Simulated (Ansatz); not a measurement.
```yaml
crystal:
  periodic: [false, false, false]
  atoms:
    - {symbol: O, position_ang: [-0.200004, 1.220460, -0.487081]}
    - {symbol: Si, position_ang: [-0.003881, 0.287865, 0.138504]}
    - {symbol: N, position_ang: [0.255998, -0.560463, -0.236848]}
    - {symbol: P, position_ang: [-0.612842, -0.760844, 0.378876]}
    - {symbol: H, position_ang: [-0.597444, 1.338701, -0.956249]}
    - {symbol: H, position_ang: [0.606121, 0.801028, 0.676730]}
    - {symbol: H, position_ang: [0.810036, -0.897655, -0.650656]}
    - {symbol: H, position_ang: [-0.220973, -1.234258, 1.201899]}
basis:
  gaussian: {orbitals: aug-cc-pVTZ}
hamiltonian: {xc: {name: BLYP}, dispersion: d4}
output: {forces: true}
```

```sh
$ ansatz run in.yaml --threads 2 --pin off --events-out ev --progress --plain --max-ram 4352MiB
```

Output, abridged:

```
Functional definition: BLYP
1345 factors; their error is unknown
mean field evaluation 1: about -20599.5601 eV, gradient 2.0e2 eV
mean field evaluation 2: about -20007.7503 eV, gradient 4.5e2 eV
mean field evaluation 4: about -20655.5762 eV, gradient 4.1e1 eV
mean field evaluation 8: about -20658.7341 eV, gradient 2.4e-1 eV
mean field evaluation 16: about -20658.7039 eV, gradient 2.5e-3 eV
mean field -20658.70388860 eV, -759.1933649335 hartree, gradient 3.6e-5 eV, S^2 0.000000; 0 other end points of the search recorded, 0 dependent functions left out
reference -20658.70424595 eV, -759.1933780659 hartree; 24, 24 occupied and 260, 260 virtual orbitals, 1345 factors
Total energy: -20659.21401317 eV, -759.2121116658 hartree
Atom 0 at    -0.200004     1.220460    -0.487081 Å, force    22.966827    49.113033     2.811351 eV/Å
Atom 1 at    -0.003881     0.287865     0.138504 Å, force    -3.045504   165.858627    70.936370 eV/Å
Atom 2 at     0.255998    -0.560463    -0.236848 Å, force   107.591933  -125.880518  -109.457829 eV/Å
Atom 3 at    -0.612842    -0.760844     0.378876 Å, force  -132.509808   -96.430488    55.291461 eV/Å
Atom 4 at    -0.597444     1.338701    -0.956249 Å, force   -40.352694    14.830713   -48.628624 eV/Å
Atom 5 at     0.606121     0.801028     0.676730 Å, force    23.070599    15.560604    22.144622 eV/Å
Atom 6 at     0.810036    -0.897655    -0.650656 Å, force    15.617397   -11.812967   -13.053478 eV/Å
Atom 7 at    -0.220973    -1.234258     1.201899 Å, force     6.661250   -11.239003    19.956126 eV/Å
Dipole moment:     0.371065     0.093634    -0.546870 e Å
```

Question: What is wrong with this run?

Answer: The geometry is squeezed to about two thirds of its size. Self-consistency was reached. The result belongs to that input, not to the molecule as meant.
